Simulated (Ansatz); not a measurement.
A set of 12 reactions (ligand exchange), with CCSD(T)/CBS values in kJ/mol:

```
                                                                      reaction      ΔE
                                 `O[Si]1(Cl)CO1` + NH₃ → `N[Si]1(Cl)CO1` + H₂O    30.7
           `[OH][Ti]([OH])([OH])[SH]` + H₂S → `[OH][Ti]([OH])([SH])[SH]` + H₂O    19.5
                                    `CS[SiH](F)Cl` + NH₃ → `CS[SiH](N)F` + HCl    33.2
                             `O[SiH2]C[SiH2]O` + H₂S → `O[SiH2]C[SiH2]S` + H₂O    43.7
                    `O[CH2][Ga]([F])[Cl]` + NH₃ → `[NH2][Ga]([F])[Cl]` + CH₃OH   -57.0
                   `[SiH3][SiH2][InH2]` + `NBS` → `[SiH3]NBS` + `[SiH3][InH2]`   -30.3
`F[SiH2]OC[SiH3]` + `[CH2]1[NH][AlH]1` → `[SiH3][N]1[CH2][AlH]1` + `CO[SiH2]F`   -89.2
                                    `C[SiH](O)S` + CH₃OH → `CO[SiH](C)S` + H₂O    -4.1
                                           `CNB(C)N` + NH₃ → `CB(N)N` + CH₃NH₂     6.1
         `F[SiH2][AlH][NH][SiH3]` + H₂Te → `F[SiH2][TeH]` + `[AlH2][NH][SiH3]`   -69.8
                        `B[AsH]CO` + `OC[SiH2]Cl` → `BOC[SiH2]Cl` + `OC[AsH2]`  -120.1
                          `CC(C)[O][AlH][Cl]` + H–F → `CC(C)[O][AlH][F]` + HCl   -17.4
```

Isolated molecules relaxed with PBE0-D4/def2-TZVP in Ansatz; ΔE leaves out vibrations. CBS: MP2 limit from def2 TZ/QZ plus the TZ coupled-cluster correction, frozen cores. This one scheme is used for every species. DFT in def2-TZVPP. Elements past krypton have def2 core potentials. For As, Ga, In, Te, Ti outer-core shells are correlated without core-valence functions, which leaves a few kJ/mol of doubt a bond. Scalar relativity is left out up to krypton. One conformer a species, not always the lowest.

Q: Give the mean, mean absolute and largest difference (level minus CCSD(T)/CBS, kJ/mol) for: PBE-D4, r2SCAN-D4, ωB97M-V, B2PLYP, r2SCAN, PBE0, HF/def2-TZVPP, MP2/def2-TZVPP, HF/def2-QZVPP, MP2/def2-QZVPP, SCS-MP2/def2-QZVPP, HF/CBS(def2), MP2/CBS(def2), CCSD/CBS(def2). (Estimate.)

A: Ansatz gave: 
| level | mean | mean absolute | largest |
| --- | --- | --- | --- |
| PBE-D4 | 5.2 | 6.4 | 19.8 |
| r2SCAN-D4 | 2.7 | 3.6 | 7.7 |
| ωB97M-V | 1.3 | 3.7 | 10.5 |
| B2PLYP | -0.3 | 4.1 | -9.0 |
| r2SCAN | 2.7 | 3.9 | 7.7 |
| PBE0 | 3.5 | 4.9 | 13.9 |
| HF/def2-TZVPP | -2.4 | 11.6 | 24.9 |
| MP2/def2-TZVPP | -2.0 | 3.0 | -7.9 |
| HF/def2-QZVPP | -3.1 | 12.2 | 24.9 |
| MP2/def2-QZVPP | -2.6 | 3.5 | -11.9 |
| SCS-MP2/def2-QZVPP | -2.6 | 3.9 | -10.1 |
| HF/CBS(def2) | -3.2 | 12.3 | 24.9 |
| MP2/CBS(def2) | -2.6 | 4.4 | -14.2 |
| CCSD/CBS(def2) | 0.0 | 1.9 | 8.3 |

The largest T1 diagnostic in the set is 0.026, for `[OH][Ti]([OH])([SH])[SH]` (customary mark 0.02).

CCSD(T)/CBS is a level of theory with its own doubt, and the functionals carry their triple-zeta basis error, so these figures describe this set and don't rank the functionals.
